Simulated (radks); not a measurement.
Species: In9+. Configuration: [Kr] 4d4.

Calculated with a radial shooting solver on a logarithmic mesh with Libxc functionals: scalar-relativistic Kohn-Sham, r2SCAN, spin-polarised, spherical densities, finite nucleus; open shells are filled with parallel spins first (spin-orbit coupling, left out, can overturn this in heavy ions); meta-GGA in the generalised Kohn-Sham scheme; Fermi nuclear charge, rms radius 4.6156 fm.

Energy parts (hartree):
total: -5857.56255
kinetic: 6106.88493
electron-nucleus: -13914.68113
Hartree: 2104.56607
exchange-correlation: -154.33242

Orbitals (lengths in bohr, moments of r in powers of bohr; r(max) is where P^2 peaks):
| orbital | occ. | eigenvalue (hartree) | <r^2> | <1/r> | r(max) | <r^4> |
|---|---|---|---|---|---|---|
| 1s down | 1 | -1028.157 | 0.001195 | 51.85 | 0.01922 | 3.725e-06 |
| 1s up | 1 | -1028.157 | 0.001195 | 51.85 | 0.01922 | 3.725e-06 |
| 2s up | 1 | -159.9296 | 0.01946 | 11.83 | 0.1085 | 0.0006513 |
| 2s down | 1 | -159.8569 | 0.01945 | 11.84 | 0.1085 | 0.0006509 |
| 2p up | 3 | -144.0858 | 0.01537 | 11.38 | 0.08695 | 0.0004688 |
| 2p down | 3 | -144.0319 | 0.01536 | 11.38 | 0.08693 | 0.0004684 |
| 3s up | 1 | -35.57248 | 0.1379 | 4.204 | 0.3147 | 0.02906 |
| 3s down | 1 | -35.55483 | 0.1378 | 4.202 | 0.3148 | 0.02898 |
| 3p up | 3 | -30.35015 | 0.1389 | 3.999 | 0.3081 | 0.03088 |
| 3p down | 3 | -30.32416 | 0.1387 | 3.997 | 0.3082 | 0.03075 |
| 3d up | 5 | -22.28558 | 0.1239 | 3.765 | 0.2580 | 0.02843 |
| 3d down | 5 | -22.23047 | 0.1238 | 3.763 | 0.2583 | 0.02827 |
| 4s up | 1 | -10.37953 | 0.7481 | 1.696 | 0.7583 | 0.8041 |
| 4s down | 1 | -10.13853 | 0.7467 | 1.702 | 0.7556 | 0.8044 |
| 4p up | 3 | -8.72561 | 0.8440 | 1.572 | 0.7953 | 1.044 |
| 4p down | 3 | -8.47910 | 0.8434 | 1.576 | 0.7930 | 1.047 |
| 4d up | 4 | -6.22433 | 1.058 | 1.365 | 0.8604 | 1.724 |
| 4d down | 0 | -5.97078 | 1.060 | 1.368 | 0.8587 | 1.746 |
| 5s up | 0 | -4.28600 | 3.067 | 0.8193 | 1.606 | 12.93 |
| 5s down | 0 | -4.08723 | 3.191 | 0.8062 | 1.624 | 14.13 |
| 5p up | 0 | -3.72374 | 3.623 | 0.7487 | 1.746 | 18.11 |
| 4f up | 0 | -3.64975 | 1.629 | 1.014 | 0.9716 | 4.576 |
| 5p down | 0 | -3.54010 | 3.846 | 0.7263 | 1.791 | 20.53 |
| 4f down | 0 | -3.40143 | 1.682 | 1.012 | 0.9654 | 5.067 |

The highest occupied level is 4d up at -169.37 eV. Summed over all electrons, <r^2> = 13.27 bohr^2, which gives a Langevin (diamagnetic) susceptibility term of -10.5 x 10^-6 cm^3/mol. The electron density at the nucleus is 1.795e+05 e/bohr^3 (large components only). The density falls to 0.001 e/bohr^3 at r = 2.24 bohr. For comparison, the ionisation energy in NIST's Atomic Spectra Database is 178 eV (theoretical). In exact Kohn-Sham theory the highest level is minus the ionisation energy, but local and semilocal functionals leave it too shallow, through self-interaction and a potential that decays too fast; potentials with the right tail come closer. The spin density at the nucleus is -5.483 e/bohr^3 (1s -0.022, 2s -4.642, 3s 2.925, 4s -3.744).
